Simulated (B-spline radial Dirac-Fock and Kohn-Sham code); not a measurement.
## How the settings move the core levels of Ta²⁺

ΔSCF core binding energies without Breit or QED terms, calculated with an atomic code on a B-spline grid. Keys: rel is the Hamiltonian (dirac, or spin-free x2c and nr, where L3 and M5 stand for the whole 2p and 3d shells), method is hf or an exchange,correlation pair (spin-unpolarised, also for the hole states), nuc the nuclear model, radius_factor scales its radius, rmax is the box in bohr, h the logarithmic mesh step, order the B-spline order, points the quadrature points per cell, c_factor scales the speed of light, and damp, ndamp, maxit and tol steer the iteration. The run stops when the commutator error falls below 10·tol·max(1, Z/10), or the numerical noise floor, and the energy has settled to about 1e-8 Ha; the virial ratio is −V/T.

Base input:

```json
{"items": [{"Z": 73, "q": 2, "cfg": [[1, 0, 2], [2, 0, 2], [2, 1, 6], [3, 0, 2], [3, 1, 6], [3, 2, 10], [4, 0, 2], [4, 1, 6], [4, 2, 10], [4, 3, 14], [5, 0, 2], [5, 1, 6], [5, 2, 3]], "A": 181, "rrms": 5.3507, "do": "settings", "holes": ["K", "L3", "M5"],
  "settings": [{"rel": "dirac", "method": "hf", "nuc": "fermi", "radius_factor": 1.0, "rmax": 45.0, "h": 0.3, "order": 8, "points": 10, "c_factor": 1.0, "maxit": 60, "damp": 0.5, "ndamp": 3, "tol": 1e-08}]}]}
```

The ground state converged in 10 iterations, with total energy -15615.83982 Ha, virial ratio 1.89140 and highest orbital energy -22.75 eV. ΔSCF binding energies: K (1s) 67767.6 eV, L3 (2p3/2) 9930.4 eV, M5 (3d5/2) 1760.5 eV.

Changes from the base run:

```csv
changed setting,Δ total energy (Ha),Δ K (eV),Δ L3 (eV),Δ M5 (eV),iterations
h = 0.18; order = 5; c_factor = 0.9,?,?,?,?,?
"method = "b88,lyp"; radius_factor = 0.8; c_factor = 0.9",-243.28669,+1613.68,-29.14,-21.81,10
h = 0.18,-0.00007,0.00,0.00,0.00,10
radius_factor = 0.8,-0.71656,+7.98,-0.05,-0.01,10
"method = "b88,lyp"",-7.84286,+54.51,-35.79,-11.68,10
rmax = 60.0,0.00000,0.00,0.00,0.00,11
order = 5,+0.00749,+0.01,+0.01,+0.01,10
```

Q: What does the change h = 0.18; order = 5; c_factor = 0.9 do?

A: The total energy moves by -233.24702 Ha and the binding energies by K +1539.09 eV, L3 +6.26 eV, M5 -10.29 eV; the run takes 10 iterations.
